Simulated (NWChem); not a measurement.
System: C3H6Cl2; SMILES CCC(Cl)Cl

Input file for NWChem:

```
start job
memory heap 200 mb stack 900 mb global 1100 mb
geometry units angstroms
  C     -2.024929    -0.754703     0.177125
  C     -0.945915    -0.941379    -0.881910
  C      0.340536    -0.199129    -0.563930
  Cl     0.060753     1.555908    -0.454428
  Cl     1.051811    -0.769991     0.965325
  H     -1.679384    -1.120224     1.140507
  H     -2.282998     0.296388     0.275791
  H     -2.917726    -1.306566    -0.103728
  H     -1.306853    -0.580880    -1.847803
  H     -0.701559    -2.001435    -0.980681
  H      1.098508    -0.347485    -1.336078
end
basis spherical
  * library def2-svp
end
dft
  xc pbe0
  iterations 150
end
driver
  maxiter 120
end
task dft optimize
task dft freq
```

Output (shortened):

```
             Northwest Computational Chemistry Package (NWChem) 7.3.0
             --------------------------------------------------------

 CS  symmetry detected

                             Geometry "geometry" -> ""
                             -------------------------

 Output coordinates in angstroms (scale by  1.889725989 to convert to a.u.)

  No.       Tag          Charge          X              Y              Z
 ---- ---------------- ---------- -------------- -------------- --------------
    1 C                    6.0000    -1.96590555     0.67259309     0.00000000
    2 C                    6.0000    -1.32630031    -0.71000570     0.00000000
    3 C                    6.0000     0.19199578    -0.66782159     0.00000000
    4 Cl                  17.0000     0.81289412     0.15860465     1.44980177
    5 Cl                  17.0000     0.81289412     0.15860465    -1.44980177
    6 H                    1.0000    -1.66555452     1.23043743    -0.88301659
    7 H                    1.0000    -1.66555452     1.23043743     0.88301659
    8 H                    1.0000    -3.04837911     0.57895202     0.00000000
    9 H                    1.0000    -1.64272977    -1.26587673     0.88547415
   10 H                    1.0000    -1.64272977    -1.26587673    -0.88547415
   11 H                    1.0000     0.62780823    -1.66922615     0.00000000

 Effective nuclear repulsion energy (a.u.)     290.8186559876

      Symmetry information
      --------------------

 Group name             Cs
 Group number              2
 Group order               2
 No. of unique centers     8

                                Z-matrix (autoz)
                                --------

 Units are Angstrom for bonds and degrees for angles

      Type          Name      I     J     K     L     M      Value
      ----------- --------  ----- ----- ----- ----- ----- ----------
    1 Stretch                  1     2                       1.52338
    2 Stretch                  1     6                       1.08679
    3 Stretch                  1     7                       1.08679
    4 Stretch                  1     8                       1.08652
    5 Stretch                  2     3                       1.51888
    6 Stretch                  2     9                       1.09233
    7 Stretch                  2    10                       1.09233
    8 Stretch                  3     4                       1.78057
    9 Stretch                  3     5                       1.78057
   10 Stretch                  3    11                       1.09213
   11 Bend                     1     2     3               113.23429
   12 Bend                     1     2     9               109.89104
   13 Bend                     1     2    10               109.89104
   14 Bend                     2     1     6               110.47663
   15 Bend                     2     1     7               110.47663
   16 Bend                     2     1     8               109.88162
   17 Bend                     2     3     4               111.19014
   18 Bend                     2     3     5               111.19014
   19 Bend                     2     3    11               111.92724
   20 Bend                     3     2     9               107.68025
   21 Bend                     3     2    10               107.68025
   22 Bend                     4     3     5               109.02374
   23 Bend                     4     3    11               106.64428
   24 Bend                     5     3    11               106.64428
   25 Bend                     6     1     7               108.68131
   26 Bend                     6     1     8               108.63718
   27 Bend                     7     1     8               108.63718
   28 Bend                     9     2    10               108.31483
   29 Torsion                  1     2     3     4          60.84229
   30 Torsion                  1     2     3     5         -60.84229
   31 Torsion                  1     2     3    11         180.00000
   32 Torsion                  3     2     1     6          60.14611
   33 Torsion                  3     2     1     7         -60.14611
   34 Torsion                  3     2     1     8         180.00000
   35 Torsion                  4     3     2     9         -60.85717
   36 Torsion                  4     3     2    10        -177.45826
   37 Torsion                  5     3     2     9         177.45826
   38 Torsion                  5     3     2    10          60.85717
   39 Torsion                  6     1     2     9        -179.40234
   40 Torsion                  6     1     2    10         -60.30544
   41 Torsion                  7     1     2     9          60.30544
   42 Torsion                  7     1     2    10         179.40234
   43 Torsion                  8     1     2     9         -59.54845
   44 Torsion                  8     1     2    10          59.54845
   45 Torsion                  9     2     3    11          58.30054
   46 Torsion                 10     2     3    11         -58.30054

                           NWChem Geometry Optimization
                           ----------------------------

 maximum gradient threshold         (gmax) =   0.000450
 rms gradient threshold             (grms) =   0.000300
 maximum cartesian step threshold   (xmax) =   0.001800
 rms cartesian step threshold       (xrms) =   0.001200
 fixed trust radius                (trust) =   0.300000
 source of zmatrix                         =   autoz

          -------------------
          Energy Minimization
          -------------------

 Using diagonal initial Hessian
 Scaling for Hessian diagonals: bonds = 1.00  angles = 0.25  torsions = 0.10

          --------
          Step   0

                                 NWChem DFT Module
                                 -----------------

 Summary of "ao basis" -> "ao basis" (spherical)
 ------------------------------------------------------------------------------
       Tag                 Description            Shells   Functions and Types
 ---------------- ------------------------------  ------  ---------------------
 C                          def2-svp                 6       14   3s2p1d
 Cl                         def2-svp                 8       18   4s3p1d
 H                          def2-svp                 3        5   2s1p

      Symmetry analysis of basis
      --------------------------

        a'         66
        a"         42

            General Information
            -------------------
          SCF calculation type: DFT
          Wavefunction type:  closed shell.
          No. of atoms     :    11
          No. of electrons :    58
           Alpha electrons :    29
            Beta electrons :    29
          Charge           :     0
          Spin multiplicity:     1
          Use of symmetry is: on ; symmetry adaption is: on
          Maximum number of iterations: 150
          AO basis - number of functions:   108
                     number of shells:    52
          Convergence on energy requested:  1.00D-06
          Convergence on density requested:  1.00D-05
          Convergence on gradient requested:  5.00D-04

              XC Information
              --------------
                         PBE0 Method XC Functional
                     Hartree-Fock (Exact) Exchange  0.250
          PerdewBurkeErnzerhof Exchange Functional  0.750
            Perdew 1991 LDA Correlation Functional  1.000 local
           PerdewBurkeErnz. Correlation Functional  1.000 non-local

[...]

      ----------------------
      Optimization converged
      ----------------------

  Step       Energy      Delta E   Gmax     Grms     Xrms     Xmax
  ---- ---------------- -------- -------- -------- -------- --------
@    5   -1037.51346904 -1.1D-06  0.00008  0.00002  0.00080  0.00154
                                     ok       ok       ok       ok

                                Z-matrix (autoz)
                                --------

 Units are Angstrom for bonds and degrees for angles

      Type          Name      I     J     K     L     M      Value     Gradient
      ----------- --------  ----- ----- ----- ----- ----- ---------- ----------
    1 Stretch                  1     2                       1.51771   -0.00004
    2 Stretch                  1     6                       1.09975    0.00001
    3 Stretch                  1     7                       1.09975    0.00001
    4 Stretch                  1     8                       1.09952    0.00001
    5 Stretch                  2     3                       1.51636    0.00008
    6 Stretch                  2     9                       1.10306   -0.00001
    7 Stretch                  2    10                       1.10306   -0.00001
    8 Stretch                  3     4                       1.78608   -0.00002
    9 Stretch                  3     5                       1.78608   -0.00002
   10 Stretch                  3    11                       1.09641    0.00001
   11 Bend                     1     2     3               115.39943   -0.00002
   12 Bend                     1     2     9               110.57615    0.00002
   13 Bend                     1     2    10               110.57615    0.00002
   14 Bend                     2     1     6               110.96436   -0.00000
   15 Bend                     2     1     7               110.96436   -0.00000
   16 Bend                     2     1     8               110.43064    0.00002
   17 Bend                     2     3     4               111.58091   -0.00000
   18 Bend                     2     3     5               111.58091   -0.00000
   19 Bend                     2     3    11               111.34861    0.00000
   20 Bend                     3     2     9               106.54364   -0.00001
   21 Bend                     3     2    10               106.54364   -0.00001
   22 Bend                     4     3     5               110.42914   -0.00000
   23 Bend                     4     3    11               105.80006    0.00000
   24 Bend                     5     3    11               105.80006    0.00000
   25 Bend                     6     1     7               108.10447    0.00001
   26 Bend                     6     1     8               108.13435   -0.00001
   27 Bend                     7     1     8               108.13435   -0.00001
   28 Bend                     9     2    10               106.74652    0.00000
   29 Torsion                  1     2     3     4          62.03180   -0.00000
   30 Torsion                  1     2     3     5         -62.03180    0.00000
   31 Torsion                  1     2     3    11         180.00000   -0.00000
   32 Torsion                  3     2     1     6          60.10512    0.00000
   33 Torsion                  3     2     1     7         -60.10512   -0.00000
   34 Torsion                  3     2     1     8         180.00000    0.00000
   35 Torsion                  4     3     2     9         -61.12296   -0.00000
   36 Torsion                  4     3     2    10        -174.81345   -0.00000
   37 Torsion                  5     3     2     9         174.81345    0.00000
   38 Torsion                  5     3     2    10          61.12296    0.00000
   39 Torsion                  6     1     2     9        -178.90130   -0.00001
   40 Torsion                  6     1     2    10         -60.88846    0.00001
   41 Torsion                  7     1     2     9          60.88846   -0.00001
   42 Torsion                  7     1     2    10         178.90130    0.00001
   43 Torsion                  8     1     2     9         -59.00642   -0.00001
   44 Torsion                  8     1     2    10          59.00642    0.00001
   45 Torsion                  9     2     3    11          56.84524   -0.00000
   46 Torsion                 10     2     3    11         -56.84524    0.00000

                         Geometry "geometry" -> "geometry"
                         ---------------------------------

 Output coordinates in angstroms (scale by  1.889725989 to convert to a.u.)

[...]

 Rotational Constants
 --------------------
 A=   0.101941 cm-1  (  0.146668 K)
 B=   0.093297 cm-1  (  0.134230 K)
 C=   0.057729 cm-1  (  0.083057 K)

 Temperature                      =   298.15K
 frequency scaling parameter      =   1.0000

 Zero-Point correction to Energy  =   54.122 kcal/mol  (  0.086249 au)
 Thermal correction to Energy     =   57.940 kcal/mol  (  0.092334 au)
 Thermal correction to Enthalpy   =   58.533 kcal/mol  (  0.093278 au)

 Total Entropy                    =   79.044 cal/mol-K
   - Translational                =   40.037 cal/mol-K (mol. weight = 111.9846)
   - Rotational                   =   27.464 cal/mol-K (symmetry #  =        1)
   - Vibrational                  =   11.542 cal/mol-K

 Cv (constant volume heat capacity) =   20.550 cal/mol-K
   - Translational                  =    2.979 cal/mol-K
   - Rotational                     =    2.979 cal/mol-K
   - Vibrational                    =   14.591 cal/mol-K

[normal modes left out]

 ----------------------------------------------------------------------------
 Normal Eigenvalue ||           Projected Infra Red Intensities
  Mode   [cm**-1]  || [atomic units] [(debye/angs)**2] [(KM/mol)] [arbitrary]
 ------ ---------- || -------------- ----------------- ---------- -----------
    1       -0.000 ||    0.000143           0.003         0.139       0.151
    2       -0.000 ||    0.000167           0.004         0.163       0.177
    3       -0.000 ||    0.000055           0.001         0.054       0.058
    4       -0.000 ||    0.000365           0.008         0.356       0.386
    5        0.000 ||    0.000339           0.008         0.330       0.358
    6        0.000 ||    0.000720           0.017         0.702       0.761
    7      121.320 ||    0.000068           0.002         0.066       0.072
    8      217.444 ||    0.000039           0.001         0.038       0.041
    9      227.642 ||    0.003453           0.080         3.366       3.649
   10      287.950 ||    0.000402           0.009         0.392       0.425
   11      336.903 ||    0.000450           0.010         0.438       0.475
   12      530.234 ||    0.004459           0.103         4.347       4.712
   13      700.472 ||    0.071038           1.639        69.251      75.067
   14      709.898 ||    0.010848           0.250        10.575      11.463
   15      821.037 ||    0.054754           1.263        53.377      57.859
   16      918.769 ||    0.019654           0.453        19.159      20.768
   17     1046.498 ||    0.000775           0.018         0.755       0.819
   18     1103.974 ||    0.010082           0.233         9.828      10.654
   19     1115.453 ||    0.011492           0.265        11.203      12.144
   20     1239.600 ||    0.015967           0.368        15.565      16.872
   21     1283.469 ||    0.005384           0.124         5.249       5.689
   22     1294.047 ||    0.014551           0.336        14.185      15.376
   23     1362.308 ||    0.001662           0.038         1.620       1.756
   24     1404.717 ||    0.009628           0.222         9.386      10.174
   25     1443.773 ||    0.006710           0.155         6.542       7.091
   26     1463.910 ||    0.008514           0.196         8.299       8.996
   27     1480.989 ||    0.008473           0.195         8.260       8.954
   28     3066.266 ||    0.012671           0.292        12.352      13.389
   29     3070.888 ||    0.012169           0.281        11.863      12.859
   30     3121.434 ||    0.005317           0.123         5.183       5.619
   31     3165.748 ||    0.003247           0.075         3.165       3.431
   32     3169.706 ||    0.010507           0.242        10.243      11.103
   33     3172.615 ||    0.008188           0.189         7.982       8.652
 ----------------------------------------------------------------------------
```

Level: PBE0/def2-SVP.
